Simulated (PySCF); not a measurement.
`C=CC[C@H]1CBCC1`, C$_{7}$H$_{13}$B

Geometry:
```json
{"atom": "C1", "x (Å)": "3.201", "y (Å)": "0.528", "z (Å)": "0.881"}
{"atom": "C2", "x (Å)": "2.331", "y (Å)": "0.070", "z (Å)": "0.000"}
{"atom": "C3", "x (Å)": "1.101", "y (Å)": "-0.703", "z (Å)": "0.352"}
{"atom": "C4", "x (Å)": "-0.178", "y (Å)": "0.089", "z (Å)": "0.054"}
{"atom": "C5", "x (Å)": "-0.405", "y (Å)": "0.385", "z (Å)": "-1.440"}
{"atom": "B6", "x (Å)": "-1.962", "y (Å)": "0.526", "z (Å)": "-1.602"}
{"atom": "C7", "x (Å)": "-2.600", "y (Å)": "0.020", "z (Å)": "-0.255"}
{"atom": "C8", "x (Å)": "-1.443", "y (Å)": "-0.656", "z (Å)": "0.497"}
{"atom": "H9", "x (Å)": "4.071", "y (Å)": "1.092", "z (Å)": "0.589"}
{"atom": "H10", "x (Å)": "3.081", "y (Å)": "0.354", "z (Å)": "1.938"}
{"atom": "H11", "x (Å)": "2.477", "y (Å)": "0.261", "z (Å)": "-1.055"}
{"atom": "H12", "x (Å)": "1.123", "y (Å)": "-0.958", "z (Å)": "1.414"}
{"atom": "H13", "x (Å)": "1.082", "y (Å)": "-1.634", "z (Å)": "-0.222"}
{"atom": "H14", "x (Å)": "-0.126", "y (Å)": "1.042", "z (Å)": "0.592"}
{"atom": "H15", "x (Å)": "-0.078", "y (Å)": "-0.478", "z (Å)": "-2.030"}
{"atom": "H16", "x (Å)": "0.197", "y (Å)": "1.226", "z (Å)": "-1.786"}
{"atom": "H17", "x (Å)": "-2.532", "y (Å)": "0.926", "z (Å)": "-2.540"}
{"atom": "H18", "x (Å)": "-2.936", "y (Å)": "0.896", "z (Å)": "0.311"}
{"atom": "H19", "x (Å)": "-3.471", "y (Å)": "-0.631", "z (Å)": "-0.336"}
{"atom": "H20", "x (Å)": "-1.571", "y (Å)": "-0.636", "z (Å)": "1.579"}
{"atom": "H21", "x (Å)": "-1.371", "y (Å)": "-1.701", "z (Å)": "0.185"}
```

Theory: GIAO PBE/pcSseg-1 magnetisability, rotational g tensor and spin-rotation constants, non-relativistic, gas phase (PySCF). Geometry: GFN2-xTB.

Problem. Give the nuclear spin-rotation constants along the inertial axes (H = +C I·J) beside the isotropic shieldings.

Solution. Rotational constants 5.1408, 1.0896, 0.9691 GHz. A star marks the isotopologue with that one atom substituted, in its own axes.
```
atom  isotope  Caa (kHz)  Cbb (kHz)  Ccc (kHz)  mean (kHz)  σ (ppm)
  B6      11B      2.624      0.566      0.175       1.122     -3.1
  H9       1H     -0.021     -0.022     -0.098      -0.047     26.4
 H10       1H     -0.506      0.077     -0.092      -0.174     26.3
 H11       1H     -0.509      0.099     -0.090      -0.167     25.1
 H12       1H     -0.512      0.042     -0.105      -0.192     29.0
 H13       1H     -0.524     -0.133      0.040      -0.206     29.7
 H14       1H     -0.484     -0.137      0.035      -0.195     29.9
 H15       1H     -0.514     -0.137      0.012      -0.213     31.0
 H16       1H     -0.333     -0.030     -0.081      -0.148     29.2
 H17       1H      0.070      0.043     -0.098       0.005     23.0
 H18       1H     -0.614     -0.108      0.017      -0.235     30.4
 H19       1H     -0.075     -0.090     -0.081      -0.082     29.5
 H20       1H     -0.553      0.013     -0.075      -0.205     29.3
 H21       1H     -0.613     -0.113      0.028      -0.233     30.4
  C1     13C*      1.486      0.456      0.181       0.708     64.2
  C2     13C*      1.676      0.549      0.198       0.808     35.1
  C3     13C*      0.967      0.228      0.195       0.463    131.2
  C4     13C*      0.896      0.222      0.217       0.445    130.8
  C5     13C*      0.953      0.238      0.151       0.447    139.9
  C7     13C*      1.052      0.179      0.154       0.462    146.3
  C8     13C*      0.825      0.190      0.208       0.408    141.6
```
For the geometry as given, no vibrational averaging.

Problem. How do the rotational constants and the g tensor change when H9, H10, H11, H12, H13, H14, H15, H16, H17, H18, H19, H20, H21 are replaced by deuterium?

Solution. Constants 3.7996, 0.9287, 0.8226 GHz; g -0.0325, -0.0118, -0.0020, against -0.0440, -0.0138, -0.0024 before.
